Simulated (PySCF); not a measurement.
A structure optimised at PBE0-D3(BJ)/def2-SVP, used in a PySCF frequency run:

```xyz
7

O      0.0787     1.3749    -1.2299
Si     0.0000     0.0000    -0.3392
O     -0.0787    -1.3749    -1.2299
Cl     1.6823     0.0112     0.8179
Cl    -1.6823    -0.0112     0.8179
H     -0.7244     1.6381    -1.6911
H      0.7244    -1.6381    -1.6911
```
Charge 0, spin multiplicity 1.

### Question
Write its SMILES, formula and point group.

### Answer
O[Si](O)(Cl)Cl, Cl2H2O2Si, C2

### Question
What are its rotational constants (standard atomic weights)?

### Answer
2.9650, 1.8870, 1.6486 GHz
